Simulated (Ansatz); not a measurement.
`C[S][Ge][Cl]` + H–F → `[F][Ge][Cl]` + CH₃SH at 700 K and 1 bar (ligand exchange at a Ge–S bond).

Computed with Ansatz on PBE0-D4/def2-TZVP structures; ΔE is electronic, products minus reactants. CCSD(T)/CBS is the MP2 limit (def2-TZVPP, def2-QZVPP) plus CCSD(T) − MP2 in def2-TZVPP, frozen cores. This one scheme is used for every species. For Ge outer-core shells are correlated without core-valence functions, which leaves a few kJ/mol of doubt a bond. Scalar relativity is left out up to krypton. Each species was taken in one conformer, which may not be the lowest.

```
       species  CCSD(T)/CBS energy (Eh)  H − E (kJ/mol)  S (J/(mol·K))
`C[S][Ge][Cl]`              -2973.58695           166.0          439.8
           H–F               -100.39570            45.2          198.5
 `[F][Ge][Cl]`              -2635.75718            42.1          335.3
         CH₃SH               -438.22835           160.2          309.0
```

H − E and S are ideal-gas, rigid-rotor, harmonic terms from PBE0-D4/def2-TZVP, for one conformer and one mirror image of each species. 1 Eh = 2625.50 kJ/mol, R = 8.31446 J/(mol·K).

Task: By hand: ΔE, ΔH, ΔS and ΔG.

Result: ΔE = (-2635.75718) + (-438.22835) − (-2973.58695) − (-100.39570) = -0.00288 Eh = -7.6 kJ/mol. Δ(H − E) = 42.1 + 160.2 − 166.0 − 45.2 = -8.9, so ΔH = -16.5 kJ/mol. ΔS = 335.3 + 309.0 − 439.8 − 198.5 = 6.0 J/(mol·K). ΔG = -16.5 − 700 × (6.0)/1000 = -20.7 kJ/mol.

Task: By hand: the equilibrium constant, and the temperature at which ΔG would vanish if ΔH and ΔS stayed fixed.

Result: log₁₀ K = −ΔG/(RT ln 10) = 1.5. ΔH and −TΔS have one sign here, so there is no such temperature.

The number of gas molecules stays the same, so ΔS is small and ΔH decides. A doubt of 5 kJ/mol in ΔE shifts log₁₀ K by 0.4 here. Other conformers and mirror images would add mixing entropy, several J/(mol·K) or more a flexible species. Modes under 60 cm⁻¹, often nearly free rotors, make the harmonic entropy too high. These are equilibria of isolated gas molecules and say nothing of rates. Largest T1 diagnostic: 0.014 (customary marks: 0.02 for closed shells, 0.045 for open ones).

ΔS is within the doubt of such terms, so its sign, and with it that verdict, could turn.
